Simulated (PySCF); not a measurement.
Pair of molecules: HF (SMILES F) (first 2 atoms) with C4H6 (SMILES C=CC=C); geometry from B3LYP-D3(BJ)/def2-TZVP.
(charge 0, multiplicity 1):
```json
[
 {"atom": "F", "x (Å)": "0.5360", "y (Å)": "0.0197", "z (Å)": "0.2479"},
 {"atom": "H", "x (Å)": "0.6546", "y (Å)": "0.2495", "z (Å)": "1.1478"},
 {"atom": "C", "x (Å)": "1.0991", "y (Å)": "1.2997", "z (Å)": "3.0001"},
 {"atom": "C", "x (Å)": "0.6517", "y (Å)": "0.1078", "z (Å)": "3.4137"},
 {"atom": "C", "x (Å)": "-0.7408", "y (Å)": "-0.1942", "z (Å)": "3.6943"},
 {"atom": "C", "x (Å)": "-1.1686", "y (Å)": "-1.3883", "z (Å)": "4.1038"},
 {"atom": "H", "x (Å)": "0.4249", "y (Å)": "2.1366", "z (Å)": "2.8592"},
 {"atom": "H", "x (Å)": "2.1500", "y (Å)": "1.4782", "z (Å)": "2.8169"},
 {"atom": "H", "x (Å)": "1.3587", "y (Å)": "-0.7050", "z (Å)": "3.5559"},
 {"atom": "H", "x (Å)": "-1.4515", "y (Å)": "0.6147", "z (Å)": "3.5534"},
 {"atom": "H", "x (Å)": "-2.2139", "y (Å)": "-1.5786", "z (Å)": "4.3046"},
 {"atom": "H", "x (Å)": "-0.4818", "y (Å)": "-2.2141", "z (Å)": "4.2481"}
]
```

Interaction energies are E(AB) − E(A) − E(B) at the monomers' geometry in the complex; basis-set methods are counterpoise corrected. Rows marked so take none.

Rows in 3-21G, 6-31G* carry no dispersion term and start afresh at each structure (6-31G* with six Cartesian d functions).

The values were computed with PySCF for 3-21G rows, 6-31G* rows. Each number belongs to the level named beside it.

Question: Give the interaction energy at the level B3LYP/3-21G (no counterpoise).

Answer: -24 kJ/mol
